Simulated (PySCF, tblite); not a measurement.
Isomers of C5H9N3Si. Computed with GFN2-xTB (tblite): harmonic, unscaled wavenumbers at the GFN2-xTB geometry, gas phase. Against measured fundamentals such values can be off by several per cent, at times by over 20. Modes of hydrogen on silicon can be 10 to 20 % off. One conformer each.

Electronic energies: PBE0/pcSseg-1 single points on the GFN2-xTB geometries (PySCF, gas phase).

```csv
SMILES,"electronic energy, lowest = 0 (kJ/mol)"
Cc1nnc(C)c([SiH3])n1,0.0
[H]/N=C\C[SiH2]/N=C(\C)C#N,6.8
[SiH3]c1cnnn1C1CC1,71.6
```

How do GFN2-xTB zero-point energies change the relative energies?

```csv
SMILES,ZPE (kJ/mol),of it from modes above 1550 cm⁻¹,electronic (kJ/mol),"with ZPE, lowest = 0 (kJ/mol)",lowest mode (cm⁻¹),rings
Cc1nnc(C)c([SiH3])n1,340.2,149.8,0.0,0.0,32,1
[H]/N=C\C[SiH2]/N=C(\C)C#N,342.9,189.5,6.8,9.5,33,0
[SiH3]c1cnnn1C1CC1,348.6,152.4,71.6,80.0,18,2
```

The zero-point energies span 8.4 kJ/mol, from `Cc1nnc(C)c([SiH3])n1` to `[SiH3]c1cnnn1C1CC1`. The order is unchanged.

And how do the electronic energies of GFN2-xTB itself compare?

`Cc1nnc(C)c([SiH3])n1` 0.0; `[H]/N=C\C[SiH2]/N=C(\C)C#N` 124.5; `[SiH3]c1cnnn1C1CC1` 34.9 kJ/mol, lowest = 0. Against the energies above, taken from the same isomer `Cc1nnc(C)c([SiH3])n1`, the largest difference is 117.7 kJ/mol.
